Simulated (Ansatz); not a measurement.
Calculated with Ansatz (gas phase, PBE0-D4/def2-TZVP geometries, no zero-point term in ΔE). CCSD(T)/CBS adds triple-zeta CCSD(T) − MP2 to the extrapolated MP2 energy (def2 sets, frozen cores). Each species was taken in one conformer, which may not be the lowest.

`F[SiH2]N[SiH2][SiH3]` → `N[SiH](F)[SiH2][SiH3]`  (isomerisation)

```json
{"level": "MP2/def2-TZVPP", "ΔE (kJ/mol)": "57.5"}
{"level": "HF/def2-QZVPP", "ΔE (kJ/mol)": "68.7"}
{"level": "SCS-MP2/def2-QZVPP", "ΔE (kJ/mol)": "60.6"}
{"level": "MP2/CBS(def2)", "ΔE (kJ/mol)": "56.5"}
```

(1) What does CCSD(T)/CBS give? (Best estimate.)

Largest T1 diagnostic among the species: 0.013.

Answers

(1) Ansatz gave: +50.2 kJ/mol. The listed levels differ from it by 7.3, 18.5, 10.4, 6.3 kJ/mol.

In def2-TZVPP, CCSD(T) changes the Hartree–Fock value by −15.9 kJ/mol (the triples alone add −2.2 kJ/mol) and MP2 by −9.6 kJ/mol. From PBE to PBE0 (25 % exact exchange), in def2-TZVPP and without D4, ΔE moves by +6.5 kJ/mol.
